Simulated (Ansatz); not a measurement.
`CC[Si]CC` + `[OH][In]([F])[F]` → `CC[O][In]([F])[F]` + `CC[SiH]`  (substitution at a C–Si bond)

Isolated molecules relaxed with PBE0-D4/def2-TZVP in Ansatz; ΔE leaves out vibrations. CCSD(T)/CBS adds triple-zeta CCSD(T) − MP2 to the extrapolated MP2 energy (def2 sets, frozen cores). Functionals use def2-TZVPP. B3LYP here is the variant with VWN-RPA as its local correlation; programs differ in this. HSE06 is defined as in plane-wave codes. def2 core potentials past Kr. For In outer-core shells are correlated without core-valence functions, which leaves a few kJ/mol of doubt a bond. Each species was taken in one conformer, which may not be the lowest.

`CC[Si]CC`:

```xyz
15

C     1.617    0.946   -0.481
C     0.222    1.511   -0.171
Si   -0.981    0.595   -1.326
C    -1.114   -1.093   -0.452
C    -0.910   -1.246    1.049
H     1.842    0.973   -1.553
H     2.401    1.519    0.020
H     1.713   -0.094   -0.157
H     0.207    2.583   -0.389
H    -0.007    1.386    0.892
H    -2.060   -1.548   -0.769
H    -0.356   -1.679   -1.005
H    -1.650   -0.671    1.612
H    -1.000   -2.288    1.368
H     0.075   -0.895    1.363
```

`[OH][In]([F])[F]`:

```xyz
5

O    -1.493    0.203    0.243
In    0.422    0.174   -0.145
F     1.384    1.685   -0.842
F     1.481   -1.417    0.160
H    -1.794   -0.645    0.585
```

`CC[O][In]([F])[F]`:

Z-matrix (Å, degrees):
```
C
C 1 1.511
H 1 1.097 2 111.0
H 1 1.093 2 110.6 3 -121.2
H 1 1.093 2 111.0 3 118.8
O 2 1.416 1 113.3 3 64.3
H 2 1.098 1 110.0 3 -60.1
H 2 1.096 1 109.9 3 -177.8
In 6 1.956 2 120.7 1 -49.8
F 9 1.939 6 123.9 2 -9.3
F 9 1.926 6 122.3 2 172.5
```

`CC[SiH]`:

```xyz
9

C    -0.863   -0.246    0.352
C     0.431   -0.353   -0.444
Si    1.461    1.183   -0.837
H    -1.271   -1.229    0.606
H    -1.631    0.285   -0.216
H    -0.706    0.307    1.280
H     0.303   -0.965   -1.343
H     1.194   -0.901    0.150
H     1.083    1.921    0.452
```

```csv
level,ΔE (kJ/mol),difference from CCSD(T)/CBS
LDA (SPW92),70.3,-3.6
PBE-D4,72.9,-1.0
revPBE-D4,76.3,2.4
B97M-V,65.2,-8.7
PBE0-D4,74.9,1.0
B3LYP-D4,68.6,-5.3
r2SCANh-D4,73.2,-0.7
r2SCAN0-D4,74.5,0.6
HSE06-D4,74.6,0.7
BHLYP-D4,67.2,-6.7
CAM-B3LYP-D4,67.0,-6.9
ωB97X-V,68.7,-5.2
ωB97M-V,74.0,0.1
B2PLYP,69.0,-4.9
PBE,69.2,-4.7
revPBE,67.7,-6.2
BLYP,59.9,-14.0
r2SCAN,70.9,-3.0
B3LYP,62.9,-11.0
r2SCANh,71.9,-2.0
r2SCAN0,73.1,-0.8
HSE06,71.6,-2.3
BHLYP,63.3,-10.6
CAM-B3LYP,63.6,-10.3
LC-ωPBE,73.6,-0.3
RPA@PBE/def2-TZVPP,63.8,-10.1
HF/def2-SVP,36.2,-37.7
MP2/def2-SVP,58.2,-15.7
CCSD/def2-SVP,46.8,-27.1
CCSD(T)/def2-SVP,47.2,-26.7
HF/def2-TZVPP,54.7,-19.2
MP2/def2-TZVPP,82.1,8.2
SCS-MP2/def2-TZVPP,73.5,-0.4
CCSD/def2-TZVPP,69.9,-4.0
CCSD(T)/def2-TZVPP,71.8,-2.1
MP2/def2-QZVPP,83.3,9.4
SCS-MP2/def2-QZVPP,75.0,1.1
HF/CBS(def2),54.8,-19.1
MP2/CBS(def2),84.3,10.4
CCSD/CBS(def2),72.1,-1.8
CCSD(T)/CBS,73.9,0
```

Largest T1 diagnostic among the species: 0.018.

Leaving LDA and LC-ωPBE aside and taking each functional with its dispersion term where it has one, the values, not all of them listed here, spread over 11.1 kJ/mol, from B97M-V to PBE-QIDH. In def2-TZVPP, CCSD(T) changes the Hartree–Fock value by +17.1 kJ/mol (the triples alone add +1.9 kJ/mol) and MP2 by +27.4 kJ/mol. At CCSD(T), def2-SVP lies −26.7 kJ/mol from the extrapolated value and def2-TZVPP −2.1 kJ/mol.
